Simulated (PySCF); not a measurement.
Simulation results for BFH6Si2, BFH5NSi, BFH3OSi, BClH4Si2 and others

All values are calculated (PySCF 2.14.0). Calculation on a computer-drawn molecule: the log of a Hartree-Fock and frozen-core CCSD(T) single point meant for a local Hartree-Fock minimum, with one planted fault or none, to be diagnosed. Offsets are logged minus clean, where the clean run is the same molecule without the fault. The reference is restricted for singlets and unrestricted otherwise, and also for a bond in bohr or an excited solution. Adding or removing an electron swaps singlet and doublet. The excited solution moves the top pair (singlet) or top alpha electron (doublet) to the lowest empty orbital. Highest occupied and lowest empty are orbital energies over both spins, largest force is the largest gradient component, triples share is (T) over the correlation energy, the T1 limit is 0.02 restricted and 0.045 unrestricted, electrons count all cores, a negative frequency is imaginary (commonest isotopes), and the dipole is about the centre of nuclear charge.

Common to all runs: logged SCF converged yes; possible faults no fault, one electron removed, one electron added, multiplicity raised by two, geometry at a saddle point, SCF held on an excited solution, minimal basis STO-3G, one bond length entered in bohr, all coordinates scaled.

(1) 
```xyz
10
formula=BFH6Si2 meant_charge=0 meant_multiplicity=1 meant_basis=cc-pV(D+d)Z logged_electrons=47 logged_basis_functions=104 logged_spin_squared=0.7953 logged_highest_occupied=-17.23 logged_lowest_empty=-8.4068 logged_largest_force=0.058248 logged_T1_diagnostic=0.020897 logged_D1_diagnostic=0.090745 logged_triples_share=0.023748 logged_CC_converged=yes logged_dipole_magnitude=3.6839 logged_SCF_stable_within_its_kind=yes logged_energy_HF=-705.16121 logged_energy_CCSD(T)=-705.68305 planted_fault=one_electron_removed HF_energy_offset_from_clean_run=219.6 CCSD(T)_energy_offset_from_clean_run=229.4
B      0.9062     1.5915     0.7774
Si     0.7958     0.7669     2.6232
F      0.2291     1.8345     3.7187
Si    -0.6196    -1.1332     2.6745
H      1.3792     0.9507    -0.1206
H      0.4979     2.6906     0.5327
H      2.1521     0.3761     3.0775
H     -0.7225    -1.6620     4.0545
H     -0.0516    -2.1817     1.7919
H     -1.9760    -0.7861     2.1862
```

Units: logged_highest_occupied, logged_lowest_empty in eV; logged_largest_force in hartree/bohr; logged_dipole_magnitude in debye; logged_energy_HF, logged_energy_CCSD(T) in hartree; HF_energy_offset_from_clean_run, CCSD(T)_energy_offset_from_clean_run in kcal/mol.

Drawn bonds:
```
atom  other atom  order
   1           2      1
   2           3      1
   2           4      1
   1           5      1
   1           6      1
   2           7      1
   4           8      1
   4           9      1
   4          10      1
```

(2) 
```xyz
9
formula=BFH5NSi meant_charge=0 meant_multiplicity=1 meant_basis=cc-pV(D+d)Z logged_electrons=40 logged_basis_functions=29 logged_spin_squared=0 logged_highest_occupied=-8.3897 logged_lowest_empty=6.0905 logged_largest_force=0.023987 logged_T1_diagnostic=0.0096512 logged_D1_diagnostic=0.034758 logged_triples_share=0.018892 logged_CC_converged=yes logged_dipole_magnitude=0.70234 logged_SCF_stable_within_its_kind=yes logged_energy_HF=-464.66298 logged_energy_CCSD(T)=-464.83006 planted_fault=minimal_basis_STO-3G HF_energy_offset_from_clean_run=3655 CCSD(T)_energy_offset_from_clean_run=3920
B     -1.3371     2.8251     0.4271
Si    -0.2129     1.3615     1.2662
N      1.0362     0.9274     0.1909
F     -1.2463     0.1404     1.5861
H     -1.6131     3.8448     0.9949
H     -1.7543     2.6911    -0.6914
H      0.4209     1.6694     2.5609
H      1.8098     0.3706     0.5033
H      0.8344     0.7395    -0.7734
```

Units: logged_highest_occupied, logged_lowest_empty in eV; logged_largest_force in hartree/bohr; logged_dipole_magnitude in debye; logged_energy_HF, logged_energy_CCSD(T) in hartree; HF_energy_offset_from_clean_run, CCSD(T)_energy_offset_from_clean_run in kcal/mol.

Drawn bonds:
```
atom  other atom  order
   1           2      1
   2           3      1
   2           4      1
   1           5      1
   1           6      1
   2           7      1
   3           8      1
   3           9      1
```

(3) 
```xyz
9
formula=BFH5NSi meant_charge=0 meant_multiplicity=1 meant_basis=cc-pV(D+d)Z logged_electrons=40 logged_basis_functions=90 logged_spin_squared=0 logged_highest_occupied=-6.0279 logged_lowest_empty=-3.9248 logged_largest_force=0.097367 logged_CC_converged=no logged_dipole_magnitude=4.1074 logged_SCF_stable_within_its_kind=no logged_energy_HF=-470.08647 planted_fault=SCF_held_on_an_excited_solution HF_energy_offset_from_clean_run=251.9
B     -1.3371     2.8251     0.4271
Si    -0.2129     1.3615     1.2662
N      1.0362     0.9274     0.1909
F     -1.2463     0.1404     1.5861
H     -1.6131     3.8448     0.9949
H     -1.7543     2.6911    -0.6914
H      0.4209     1.6694     2.5609
H      1.8098     0.3706     0.5033
H      0.8344     0.7395    -0.7734
```

Units: logged_highest_occupied, logged_lowest_empty in eV; logged_largest_force in hartree/bohr; logged_dipole_magnitude in debye; logged_energy_HF in hartree; HF_energy_offset_from_clean_run in kcal/mol.

Drawn bonds:
```
atom  other atom  order
   1           2      1
   2           3      1
   2           4      1
   1           5      1
   1           6      1
   2           7      1
   3           8      1
   3           9      1
```

Notes: CCSD not converged.

(4) 
```xyz
7
formula=BFH3OSi meant_charge=-1 meant_multiplicity=1 meant_basis=aug-cc-pV(D+d)Z logged_electrons=40 logged_basis_functions=128 logged_spin_squared=0.5602 logged_highest_occupied=-4.7952 logged_lowest_empty=3.7073 logged_largest_force=0.020169 logged_T1_diagnostic=0.058317 logged_D1_diagnostic=0.2706 logged_triples_share=0.034049 logged_CC_converged=yes logged_dipole_magnitude=3.4663 logged_SCF_stable_within_its_kind=yes logged_energy_HF=-489.66866 logged_energy_CCSD(T)=-490.3309 planted_fault=one_bond_length_entered_in_bohr,row_4_of_the_drawn_bonds HF_energy_offset_from_clean_run=69.08 CCSD(T)_energy_offset_from_clean_run=65.71
B     -0.5874    -0.1003    -1.1856
Si    -0.2114    -0.4626     0.7933
O     -0.9753     0.5416     1.6914
F      1.4430    -0.4290     0.9067
H     -2.2574    -1.1482    -2.3580
H     -0.0050     0.7522    -1.8199
H     -0.4385    -1.9324     1.0776
```

Units: logged_highest_occupied, logged_lowest_empty in eV; logged_largest_force in hartree/bohr; logged_dipole_magnitude in debye; logged_energy_HF, logged_energy_CCSD(T) in hartree; HF_energy_offset_from_clean_run, CCSD(T)_energy_offset_from_clean_run in kcal/mol.

Drawn bonds:
```
atom  other atom  order
   1           2      1
   2           3      1
   2           4      1
   1           5      1
   1           6      1
   2           7      1
```

Notes: T1 above single-reference limit.

(5) 
```xyz
8
formula=BClH4Si2 meant_charge=0 meant_multiplicity=1 meant_basis=cc-pV(D+d)Z logged_electrons=55 logged_basis_functions=103 logged_spin_squared=0.7673 logged_highest_occupied=-1.9299 logged_lowest_empty=5.2321 logged_largest_force=0.01976 logged_T1_diagnostic=0.028106 logged_D1_diagnostic=0.12196 logged_triples_share=0.031576 logged_CC_converged=yes logged_dipole_magnitude=4.8458 logged_SCF_stable_within_its_kind=yes logged_energy_HF=-1064.38175 logged_energy_CCSD(T)=-1064.86936 planted_fault=one_electron_added HF_energy_offset_from_clean_run=-22.21 CCSD(T)_energy_offset_from_clean_run=-32.05
B      0.2920    -1.2570     0.3296
Si     0.5164     0.4348    -0.7518
Si    -0.0284     0.2757    -3.0959
Cl    -0.9828     1.8675    -0.3130
H      1.1394    -2.1058     0.2659
H     -0.6887    -1.4774     0.9796
H      1.8063     1.1045    -0.4704
H     -1.1438    -0.7114    -2.8131
```

Units: logged_highest_occupied, logged_lowest_empty in eV; logged_largest_force in hartree/bohr; logged_dipole_magnitude in debye; logged_energy_HF, logged_energy_CCSD(T) in hartree; HF_energy_offset_from_clean_run, CCSD(T)_energy_offset_from_clean_run in kcal/mol.

Drawn bonds:
```
atom  other atom  order
   1           2      1
   2           3      1
   2           4      1
   1           5      1
   1           6      1
   2           7      1
   3           8      1
```

(6) 
```xyz
11
formula=CH7BSi2 meant_charge=0 meant_multiplicity=1 meant_basis=cc-pV(D+d)Z logged_electrons=46 logged_basis_functions=109 logged_spin_squared=0 logged_highest_occupied=-8.7647 logged_lowest_empty=0.30024 logged_largest_force=0.0092175 logged_T1_diagnostic=0.016844 logged_D1_diagnostic=0.065246 logged_triples_share=0.033887 logged_CC_converged=yes logged_dipole_magnitude=1.6777 logged_SCF_stable_within_its_kind=yes logged_energy_HF=-644.41826 logged_energy_CCSD(T)=-644.91767 planted_fault=all_coordinates_scaled,by_-1.5_% HF_energy_offset_from_clean_run=1.478 CCSD(T)_energy_offset_from_clean_run=2.847
B      0.0242    -0.5065    -1.7823
Si     0.9208     0.5720    -0.3716
C      1.2532     0.0231     1.1857
Si     0.8901    -1.6132     1.9221
H     -0.3188    -1.6117    -1.5680
H     -0.1726    -0.0459    -2.8511
H      1.3130     1.9305    -0.7217
H      1.7431     0.7187     1.8405
H      2.1182    -2.2711     2.3672
H      0.0243    -1.4794     3.0933
H      0.2265    -2.4832     0.9571
```

Units: logged_highest_occupied, logged_lowest_empty in eV; logged_largest_force in hartree/bohr; logged_dipole_magnitude in debye; logged_energy_HF, logged_energy_CCSD(T) in hartree; HF_energy_offset_from_clean_run, CCSD(T)_energy_offset_from_clean_run in kcal/mol.

Drawn bonds:
```
atom  other atom  order
   1           2      1
   2           3      2
   3           4      1
   1           5      1
   1           6      1
   2           7      1
   3           8      1
   4           9      1
   4          10      1
   4          11      1
```

(7) 
```xyz
11
formula=CH7BSi2 meant_charge=0 meant_multiplicity=1 meant_basis=cc-pV(D+d)Z logged_electrons=46 logged_basis_functions=35 logged_spin_squared=0 logged_highest_occupied=-5.5967 logged_lowest_empty=5.102 logged_largest_force=0.034817 logged_T1_diagnostic=0.015113 logged_D1_diagnostic=0.068585 logged_triples_share=0.014644 logged_CC_converged=yes logged_dipole_magnitude=1.0066 logged_SCF_stable_within_its_kind=yes logged_energy_HF=-636.94665 logged_energy_CCSD(T)=-637.20834 planted_fault=minimal_basis_STO-3G HF_energy_offset_from_clean_run=4690 CCSD(T)_energy_offset_from_clean_run=4841
B      0.0246    -0.5142    -1.8094
Si     0.9349     0.5807    -0.3773
C      1.2723     0.0234     1.2037
Si     0.9036    -1.6377     1.9514
H     -0.3236    -1.6363    -1.5919
H     -0.1753    -0.0466    -2.8945
H      1.3330     1.9599    -0.7326
H      1.7697     0.7296     1.8685
H      2.1504    -2.3056     2.4033
H      0.0247    -1.5020     3.1404
H      0.2300    -2.5211     0.9717
```

Units: logged_highest_occupied, logged_lowest_empty in eV; logged_largest_force in hartree/bohr; logged_dipole_magnitude in debye; logged_energy_HF, logged_energy_CCSD(T) in hartree; HF_energy_offset_from_clean_run, CCSD(T)_energy_offset_from_clean_run in kcal/mol.

Drawn bonds:
```
atom  other atom  order
   1           2      1
   2           3      2
   3           4      1
   1           5      1
   1           6      1
   2           7      1
   3           8      1
   4           9      1
   4          10      1
   4          11      1
```

(8) 
```xyz
10
formula=BH6NSi2 meant_charge=0 meant_multiplicity=1 meant_basis=cc-pV(D+d)Z logged_electrons=46 logged_basis_functions=104 logged_spin_squared=0 logged_highest_occupied=-10.222 logged_lowest_empty=0.9285 logged_largest_force=0.1167 logged_T1_diagnostic=0.014929 logged_D1_diagnostic=0.047571 logged_triples_share=0.026333 logged_CC_converged=yes logged_dipole_magnitude=3.9378 logged_SCF_stable_within_its_kind=yes logged_energy_HF=-660.38224 logged_energy_CCSD(T)=-660.87722 planted_fault=all_coordinates_scaled,by_-8.0_% HF_energy_offset_from_clean_run=49.96 CCSD(T)_energy_offset_from_clean_run=58.12
B      0.1401    -0.2621     1.6993
Si     1.1370    -0.1876     0.1276
N      0.5071    -0.0407    -1.1558
Si     0.4497     0.0934    -2.7084
H     -0.1169     0.6573     2.2488
H     -0.2148    -1.2259     2.0972
H      2.4869    -0.2851     0.3220
H      1.6811     0.0680    -3.3081
H     -0.1452     1.2691    -3.0684
H     -0.2801    -0.9249    -3.2530
```

Units: logged_highest_occupied, logged_lowest_empty in eV; logged_largest_force in hartree/bohr; logged_dipole_magnitude in debye; logged_energy_HF, logged_energy_CCSD(T) in hartree; HF_energy_offset_from_clean_run, CCSD(T)_energy_offset_from_clean_run in kcal/mol.

Drawn bonds:
```
atom  other atom  order
   1           2      1
   2           3      2
   3           4      1
   1           5      1
   1           6      1
   2           7      1
   4           8      1
   4           9      1
   4          10      1
```

(9) 
```xyz
8
formula=AlBH4NSi meant_charge=1 meant_multiplicity=1 meant_basis=cc-pV(D+d)Z logged_electrons=42 logged_basis_functions=94 logged_spin_squared=0.8888 logged_highest_occupied=-13.338 logged_lowest_empty=-3.6775 logged_largest_force=0.0085999 logged_T1_diagnostic=0.035799 logged_D1_diagnostic=0.1339 logged_triples_share=0.039363 logged_CC_converged=yes logged_dipole_magnitude=3.2777 logged_SCF_stable_within_its_kind=yes logged_energy_HF=-611.95747 logged_energy_CCSD(T)=-612.36978
B      1.6948     1.8267    -0.7105
Si     0.4603     0.4179     0.0648
N     -1.0480     0.2127    -0.4328
Al    -2.6210    -0.0834    -0.8733
H      1.7219     2.9155    -0.2252
H      2.3771     1.5577    -1.6507
H      1.4607    -1.2169     2.0833
H     -4.0785    -0.3399    -1.2970
```

Units: logged_highest_occupied, logged_lowest_empty in eV; logged_largest_force in hartree/bohr; logged_dipole_magnitude in debye; logged_energy_HF, logged_energy_CCSD(T) in hartree.

Drawn bonds:
```
atom  other atom  order
   1           2      1
   2           3      2
   3           4      1
   1           5      1
   1           6      1
   2           7      1
   4           8      1
```

(10) 
```xyz
9
formula=CH5B2Si meant_charge=0 meant_multiplicity=2 meant_basis=cc-pV(D+d)Z logged_electrons=35 logged_basis_functions=90 logged_spin_squared=0.7615 logged_highest_occupied=-8.7942 logged_lowest_empty=-0.18491 logged_largest_force=0.022536 logged_T1_diagnostic=0.015589 logged_D1_diagnostic=0.053342 logged_triples_share=0.033189 logged_CC_converged=yes logged_dipole_magnitude=0.69874 logged_SCF_stable_within_its_kind=yes logged_energy_HF=-378.96471 logged_energy_CCSD(T)=-379.40404
B      0.8731     0.2869    -0.4500
Si    -1.0190     0.4435    -0.1107
B     -2.1337    -1.0306     0.3786
C     -2.9032    -2.0857     0.7228
H      1.3919    -0.7516    -0.3583
H      1.5024     1.2222    -0.7456
H     -1.6751     1.7170    -0.2213
H     -3.0542    -2.3679     1.7296
H     -3.3941    -2.6827     0.0026
```

Units: logged_highest_occupied, logged_lowest_empty in eV; logged_largest_force in hartree/bohr; logged_dipole_magnitude in debye; logged_energy_HF, logged_energy_CCSD(T) in hartree.

Drawn bonds:
```
atom  other atom  order
   1           2      1
   2           3      1
   3           4      2
   1           5      1
   1           6      1
   2           7      1
   4           8      1
   4           9      1
```

Q: AlBH4NSi (entry 9): planted fault?
A: one bond length entered in bohr, row 6 of the drawn bonds

Q: Which fault was planted in the run of CH5B2Si (entry 10)?
A: all coordinates scaled, by -2.7 %

Further results for AlBH4NSi (entry 9):

- HF energy offset from clean run: 64.83 kcal/mol
- CCSD(T) energy offset from clean run: 72.44 kcal/mol

Further results for CH5B2Si (entry 10):

* HF energy offset from clean run: 4.04 kcal/mol
* CCSD(T) energy offset from clean run: 6.301 kcal/mol
